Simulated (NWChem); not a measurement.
System: MgSiH3F; SMILES [Mg]([SiH3])[F]

NWChem input:

```
start job
memory heap 200 mb stack 900 mb global 1100 mb
geometry units angstroms noautoz
  Mg    -0.012953     0.855666    -0.000178
  F      0.134951     2.594164     0.000202
  Si    -0.230492    -1.700667    -0.000737
  H      0.403898    -2.328339    -1.199199
  H     -1.654331    -2.153832     0.005093
  H      0.414100    -2.329663     1.191568
end
basis spherical
  Mg library def2-qzvp
  F library def2-qzvp
  Si library def2-qzvp
  H library def2-qzvp
end
dft
  xc xpbe96 cpbe96
  iterations 150
  semidirect filesize 400000000
  mulliken
end
task dft energy
```

NWChem printed, in part:

```
             Northwest Computational Chemistry Package (NWChem) 7.3.0
             --------------------------------------------------------

 C3  symmetry detected

                             Geometry "geometry" -> ""
                             -------------------------

 Output coordinates in angstroms (scale by  1.889725989 to convert to a.u.)

  No.       Tag          Charge          X              Y              Z
 ---- ---------------- ---------- -------------- -------------- --------------
    1 Mg                  12.0000    -0.00000000     0.00000000     0.77967594
    2 F                    9.0000     0.00000000    -0.00000000     2.52445415
    3 Si                  14.0000     0.00000000    -0.00000000    -1.78589650
    4 H                    1.0000    -1.18728723     0.70420470    -2.35788253
    5 H                    1.0000    -0.01621555    -1.38032325    -2.35788253
    6 H                    1.0000     1.20350278     0.67611855    -2.35788253

 Effective nuclear repulsion energy (a.u.)     106.7880431541

      Symmetry information
      --------------------

 Group name             C3
 Group number              5
 Group order               3
 No. of unique centers     4

  pbe96 is a nonlocal functional; adding pw91lda local functional.

                                 NWChem DFT Module
                                 -----------------

 Summary of "ao basis" -> "ao basis" (spherical)
 ------------------------------------------------------------------------------
       Tag                 Description            Shells   Functions and Types
 ---------------- ------------------------------  ------  ---------------------
 Mg                        def2-qzvp                19       51   9s5p4d1f
 F                         def2-qzvp                17       57   7s4p3d2f1g
 Si                        def2-qzvp                22       70   9s6p4d2f1g
 H                         def2-qzvp                10       30   4s3p2d1f

      Symmetry analysis of basis
      --------------------------

        a         102
        e+         83
        e-         83

  Rotation of axis

            General Information
            -------------------
          SCF calculation type: DFT
          Wavefunction type:  closed shell.
          No. of atoms     :     6
          No. of electrons :    38
           Alpha electrons :    19
            Beta electrons :    19
          Charge           :     0
          Spin multiplicity:     1
          Use of symmetry is: on ; symmetry adaption is: on
          Maximum number of iterations: 150
          AO basis - number of functions:   268
                     number of shells:    88
          Convergence on energy requested:  1.00D-06
          Convergence on density requested:  1.00D-05
          Convergence on gradient requested:  5.00D-04

              XC Information
              --------------
          PerdewBurkeErnzerhof Exchange Functional  1.000
            Perdew 1991 LDA Correlation Functional  1.000 local
           PerdewBurkeErnz. Correlation Functional  1.000 non-local

             Grid Information
             ----------------
          Grid used for XC integration:  medium
          Radial quadrature: Mura-Knowles
          Angular quadrature: Lebedev.
          Tag              B.-S. Rad. Rad. Pts. Rad. Cut. Ang. Pts.
          ---              ---------- --------- --------- ---------
          Mg                  1.50       88          12.0       590
          F                   0.50       49          13.0       434
          Si                  1.10       88          12.0       590
          H                   0.35       45          13.0       434
          Grid pruning is: on
          Number of quadrature shells:   270
          Spatial weights used:  Erf1

      Superposition of Atomic Density Guess
      -------------------------------------

 Sum of atomic energies:        -589.37937396

      Non-variational initial energy
      ------------------------------

 Total energy =    -589.601844
 1-e energy   =   -1033.110895
 2-e energy   =     336.721008
 HOMO         =      -0.320506
 LUMO         =      -0.052727

      Symmetry analysis of molecular orbitals - initial
      -------------------------------------------------

  Numbering of irreducible representations:

     1 a           2 e+          3 e-

  Orbital symmetries:

     1 a           2 a           3 a           4 a           5 e+
     6 e+          7 a           8 a           9 a          10 e+
    11 e+         12 a          13 a          14 a          15 e+
    16 e+         17 e+         18 e+         19 a          20 a
    21 e+         22 e+         23 a          24 e+         25 e+
    26 a          27 a          28 e+         29 e+

------------------------------------------------------------
EAF file 0: "./job.aoints.0" size=784859136 bytes
------------------------------------------------------------
               write      read    awrite     aread      wait
               -----      ----    ------     -----      ----
     calls:     1497         0         0         0         0
   data(b): 7.85e+08  0.00e+00  0.00e+00  0.00e+00
   time(s): 0.00e+00  0.00e+00  0.00e+00  0.00e+00  0.00e+00
rate(mb/s): 0.00e+00  0.00e+00
------------------------------------------------------------

     ---------------------------------------------
      Total Density - Mulliken Population Analysis
     ---------------------------------------------

    Atom       Charge   Shell Charges
 -----------   ------   -------------------------------------------------------
    1 Mg  12    11.08   1.75  0.00  0.21  0.47  1.06  0.48  0.35  0.45  0.12  5.80  0.23  0.03  0.06  0.00  0.00  0.01  0.02  0.01  0.02
    2 F    9     9.86   1.16  0.01  0.63  0.17  0.54  1.06  0.41  1.68  2.00  1.76  0.43  0.00  0.00  0.00 -0.00  0.00  0.00
    3 Si  14    13.89   1.69  0.01  0.25  0.37  1.06  0.57  0.34  0.85  0.25  5.49 -0.01  0.55  0.86  1.18  0.32  0.00  0.03  0.05  0.02  0.00  0.01  0.00
    4 H    1     1.06   0.10  0.32  0.47  0.14  0.00  0.00  0.01  0.00  0.00  0.00
    5 H    1     1.06   0.10  0.32  0.47  0.14  0.00  0.00  0.01  0.00  0.00  0.00
    6 H    1     1.06   0.10  0.32  0.47  0.14  0.00  0.00  0.01  0.00  0.00  0.00

   convergence    iter        energy       DeltaE   RMS-Dens  Diis-err
 ---------------- ----- ----------------- --------- --------- ---------
 d= 0,ls=0.0,diis     1   -590.8541583104 -6.98D+02  8.37D-03  3.77D+00
 d= 0,ls=0.0,diis     2   -586.7371167182  4.12D+00  7.68D-03  3.96D+01
 d= 0,ls=0.0,diis     3   -590.9634815365 -4.23D+00  1.09D-03  1.83D-01
 d= 0,ls=0.0,diis     4   -590.9696037530 -6.12D-03  6.38D-04  1.26D-01
 d= 0,ls=0.0,diis     5   -590.9801451677 -1.05D-02  1.64D-04  6.04D-03
  Resetting Diis
 d= 0,ls=0.0,diis     6   -590.9808251966 -6.80D-04  3.00D-05  5.23D-04
 d= 0,ls=0.0,diis     7   -590.9808759195 -5.07D-05  9.39D-06  6.75D-06
 d= 0,ls=0.0,diis     8   -590.9808754823  4.37D-07  5.12D-06  1.17D-05

         Total DFT energy =     -590.980875482344
      One electron energy =    -1035.821036866614
           Coulomb energy =      386.681670308718
    Exchange-Corr. energy =      -48.629552078578
 Nuclear repulsion energy =      106.788043154130

 Numeric. integr. density =       38.000006046218

                  Occupations of the irreducible representations
                  ----------------------------------------------

                     irrep           alpha         beta
                     --------     --------     --------
                     a                11.0         11.0
                     e+                8.0          8.0
                     e-                0.0          0.0

                       DFT Final Molecular Orbital Analysis
                       ------------------------------------

 Vector   17  Occ=2.000000D+00  E=-2.946431D-01  Symmetry=e+
              MO Center=  3.1D-04,  1.7D-03,  2.5D+00, r^2= 7.1D-01
   Bfn.  Coefficient  Atom+Function         Bfn.  Coefficient  Atom+Function
  ----- ------------  ---------------      ----- ------------  ---------------
    59      0.367660  2 F  px                62      0.323383  2 F  px
    65      0.317449  2 F  px                68      0.162608  2 F  px
    19      0.058762  1 Mg px                10     -0.050833  1 Mg px
    16      0.040625  1 Mg px               130     -0.035626  3 Si px
    38     -0.034285  1 Mg d  1              43     -0.033107  1 Mg d  1

 Vector   18  Occ=2.000000D+00  E=-2.946431D-01  Symmetry=e+
              MO Center= -3.1D-04, -1.7D-03,  2.5D+00, r^2= 7.1D-01
   Bfn.  Coefficient  Atom+Function         Bfn.  Coefficient  Atom+Function
  ----- ------------  ---------------      ----- ------------  ---------------
    60      0.367660  2 F  py                63      0.323383  2 F  py
    66      0.317449  2 F  py                69      0.162608  2 F  py
    20      0.058762  1 Mg py                11     -0.050833  1 Mg py
    17      0.040625  1 Mg py               131     -0.035626  3 Si py
    36      0.034285  1 Mg d -1              41      0.033107  1 Mg d -1

 Vector   19  Occ=2.000000D+00  E=-2.388294D-01  Symmetry=a
              MO Center=  6.2D-14,  4.5D-13, -8.7D-01, r^2= 3.1D+00
   Bfn.  Coefficient  Atom+Function         Bfn.  Coefficient  Atom+Function
  ----- ------------  ---------------      ----- ------------  ---------------
   132      0.298795  3 Si pz               129      0.228441  3 Si pz
     7      0.208567  1 Mg s                120     -0.165995  3 Si pz
     8      0.165080  1 Mg s                117      0.143719  3 Si s
   116      0.142105  3 Si s                 12      0.121995  1 Mg pz
   135      0.111444  3 Si pz                 6     -0.096933  1 Mg s

[...]
```

Level: PBE/def2-QZVP. Coordinates come from a B3LYP/6-31G* (spherical d) optimisation.
